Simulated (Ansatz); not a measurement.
# Four-centre ligand exchange

Start structure (BH₂SF₃, singlet), relaxed at PBE0-D4/def2-TZVP:

| atom | x (Å) | y (Å) | z (Å) |
| --- | --- | --- | --- |
| B1 | -0.5762 | 0.0306 | -0.9741 |
| S2 | 0.7530 | 1.0100 | -0.2183 |
| F3 | -0.3366 | -1.0939 | -1.6088 |
| F4 | -1.8083 | 0.4743 | -0.8910 |
| H5 | 0.2625 | 0.0082 | 1.7855 |
| F6 | -0.0223 | -0.5751 | 2.4528 |
| H7 | 1.7279 | 0.1458 | -0.5462 |

The step: BHSF₂ ([F][B]([F])[SH]) + HF → BF₃ ([F][B]([F])[F]) + H₂S; bonds formed: B1–F6, S2–H5; bonds broken: B1–S2, H5–F6. Ansatz 0.2.0; basis: def2-TZVPP and def2-QZVPP; cores frozen in the correlated methods. Extrapolation: Hartree–Fock as exp(−7.88 √X), correlation as X^−2.97. Energies below are by CCSD(T) at an estimated basis limit (MP2 extrapolated from triple and quadruple zeta, plus CCSD(T) − MP2 in triple zeta).

Question: What are the electronic barrier and the energy of the step, from the start structure to the end structure? (An estimate is asked for; the value comes from the calculation.)

Answer: The calculation gives: Barrier 0.724 eV; step energy -0.820 eV (downhill); reverse barrier, their difference, 1.543 eV. Barrier and step energy count from the start structure, the reverse barrier from the end structure.

The saddle point: One imaginary mode of 860i cm⁻¹.
| pair | start (Å) | saddle (Å) | end (Å) |
| --- | --- | --- | --- |
| B1–F6 | 3.52 | 1.61 | 1.32 |
| S2–H5 | 2.29 | 1.68 | 1.34 |
| B1–S2 | 1.82 | 1.99 | 2.85 |
| H5–F6 | 0.93 | 1.13 | 3.20 |

Zero-point energy (harmonic, PBE0-D4): ZPE is 0.846 eV at the start and 0.767 eV at the saddle, so the barrier goes from 0.724 to 0.645 eV.

The T1 diagnostic stays at or below 0.013.

Labels in which every atom is bracketed show which atoms are joined, not bond orders.

For scale, one of the runs: CCSD(T)/def2-TZVPP, 194 basis functions, launched by `ansatz run in.yaml --threads 4 --pin off --events-out ev --progress --plain --max-ram 9574MiB`. The run took 44 s on 4 CPU threads of an Arm Neoverse V2 (shared host), with 2.4 GiB of host memory at its peak.
